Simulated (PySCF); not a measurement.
Bonds broken one at a time in the series Al I-H. Isolated molecules, 0 K electronic values unless said otherwise. Strings in code marks are SMILES.

Method: ωB97X-D3(BJ)/def2-TZVP // PBE0-D3(BJ)/def2-TZVP run with PySCF. 

| species | LUMO (eV) | HOMO (eV) | dipole moment (D) |
|---|---|---|---|
| whole molecule (`[I][Al]([I])[I]`) | -0.03 | -9.99 | 0.00 |
| radical fragment (`[I][Al][I]`) | – | – | 1.14 |
| whole molecule (`[I][AlH][I]`) | -0.06 | ___ | 0.64 |
| radical fragment (`[I][AlH]`) | – | – | 1.44 |
| whole molecule (`[AlH2][I]`) | -0.03 | ___ | 1.09 |
| whole molecule (`[AlH3]`) | 0.10 | -11.14 | ___ |

Task: Complete the blanks.

Result: 
- whole molecule (`[I][AlH][I]`), HOMO (eV): -10.06
- whole molecule (`[AlH2][I]`), HOMO (eV): -9.97
- whole molecule (`[AlH3]`), dipole moment (D): 0.00
